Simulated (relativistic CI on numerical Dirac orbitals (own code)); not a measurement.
Line list: Electric-dipole lines, Ta LVI

Calculated at this level of theory: Dirac-Coulomb-Breit CI, KLI orbitals optimised for each configuration, model QED (radiative potential, 1s self-energy scaled to tabulated hydrogen-like ionisation energies), unscaled Slater integrals (own radial code, finite nucleus).

Configuration list (outside the closed core [Ne]): 3s2 3p6, 3s2 3p5 3d, 3s 3p6 3d, 3s2 3p5 4s, 3s2 3p5 4p, 3s2 3p5 4d, 3s 3p6 4s, 3p6 3d 4p, 3p6 3d2, 3p5 3d3, 3p5 3d2 4s, 3p5 3d2 4p, 3p5 3d2 4d, 3p6 3d 4s, 3p5 3d 4s2, 3p5 3d 4s 4p, 3p5 3d 4s 4d. Double excitations out of closed p, d and f shells are left out; levels of such configurations are missing from the list, as are those of other unlisted configurations, and high levels can miss mixing partners.

```tsv
λ vac (nm)	Lower	Upper	A (s⁻¹)	log gf	S velocity/length
0.41285	3s2 3p6 1S_0 [1]	3s2 3p5 4d 3D°_1 [162]	8.80e+13	-0.17	0.95
0.45835	3s2 3p6 1S_0 [1]	3s2 3p5 4d 1P°_1 [153]	1.58e+14	0.17	0.96
0.46133	3s2 3p6 1S_0 [1]	3s2 3p5 4s 3P°_1 [149]	3.92e+13	-0.43	0.96
0.52473	3s2 3p6 1S_0 [1]	3s2 3p5 4s 1P°_1 [133]	2.51e+13	-0.51	0.97
2.0434	3p6 3d2 1G_4 [22]	3p5 3d3 1F°_3 [112]	3.76e+12	0.22	0.81
2.0474	3s2 3p6 1S_0 [1]	3s2 3p5 3d 1P°_1 [11]	3.87e+12	-0.14	0.79
2.0546	3p6 3d2 3F_3 [20]	3p5 3d3 3D°_2 [107]	3.47e+12	0.04	0.81
2.0647	3p6 3d2 1G_4 [22]	3p5 3d3 1G°_4 [109]	4.34e+12	0.40	0.82
2.0834	3p6 3d2 3F_4 [24]	3p5 3d3 3F°_4 [125]	3.20e+12	0.27	0.83
2.0892	3p6 3d2 3F_4 [24]	3p5 3d3 3G°_5 [124]	2.71e+12	0.29	0.94
2.2522	3s2 3p5 3d 1D°_2 [7]	3s 3p6 3d 1D_2 [17]	1.58e+12	-0.22	0.88
2.2875	3s2 3p5 3d 3F°_4 [6]	3s 3p6 3d 3D_3 [16]	2.63e+12	0.16	0.89
2.2899	3s2 3p5 3d 3F°_3 [4]	3s 3p6 3d 3D_2 [15]	2.83e+12	0.05	0.89
2.2993	3s2 3p5 3d 3P°_1 [3]	3s 3p6 3d 3D_1 [14]	1.59e+12	-0.42	0.90
2.3602	3s2 3p5 3d 3D°_3 [8]	3s 3p6 3d 3D_3 [16]	1.02e+12	-0.22	0.95
3.4324	3p6 3d2 1G_4 [22]	3p5 3d3 1F°_3 [86]	9.09e+11	0.05	0.72
3.4399	3s2 3p6 1S_0 [1]	3s2 3p5 3d 1P°_1 [9]	9.19e+11	-0.31	0.68
3.4880	3p6 3d2 3F_2 [18]	3p5 3d3 3G°_3 [51]	7.55e+11	-0.02	0.88
3.5288	3p6 3d2 1G_4 [22]	3p5 3d3 1G°_4 [82]	8.32e+11	0.15	0.75
3.5595	3p6 3d2 3F_4 [24]	3p5 3d3 3F°_4 [94]	8.19e+11	0.15	0.74
```

Terms are leading LS components. Brackets give the number of a level in order of energy, since labels repeat. The list gives strong lines, with weight on those to low levels, among the lowest 200 of 1246 levels, so that lines to higher ones, which can be the strongest, are missing. Levels whose partners in the same complex of configurations lie outside the list can be far off, and so can their lines. Rates are taken at the computed energies, electric ones in the length gauge. A velocity-to-length ratio far from 1 marks an uncertain rate.

At this charge energies of transitions that change n are usually good to better than 1 %, and those within a shell (Δn = 0) to a few per cent.

LS names give the leading component of a level, which can be under half, so a name can repeat, a term be missing and a line seem to break the LS rules.
